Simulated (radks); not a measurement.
Charge is removed step by step from the 2p down level of O, starting from [He] 2s2 2p(up 3, down 1). All-electron calculation, non-relativistic Kohn-Sham, r2SCAN, spin-polarised, spherical densities, point nucleus; meta-GGA in the generalised Kohn-Sham scheme. Program: a radial shooting solver on a logarithmic mesh with Libxc functionals.

removed (e)  E - E(0) (eV)  eigenvalue (eV)  E minus straight line (eV)
0                    0.000           -6.792                       0.000
0.1                  0.737           -7.946                      -0.553
0.2                  1.590           -9.126                      -0.989
0.3                  2.563          -10.331                      -1.305
0.4                  3.657          -11.558                      -1.501
0.5                  4.875          -12.805                      -1.572
0.6                  6.219          -14.072                      -1.518
0.7                  7.690          -15.358                      -1.336
0.8                  9.291          -16.666                      -1.024
0.9                 11.024          -18.005                      -0.580
1                   12.894          -19.424                       0.000

Removing the whole electron costs 12.894 eV by Delta-SCF, against 6.792 eV from minus the eigenvalue at the starting occupation. Slater's transition state (half an electron removed) gives 12.805 eV. Integrating minus the eigenvalue over the occupation (Janak's theorem) gives 12.894 eV. The mean slope of the eigenvalue, de/dn, is 12.6 eV per electron. Ionisation energy of O in the NIST Atomic Spectra Database: 13.618 eV (measured).
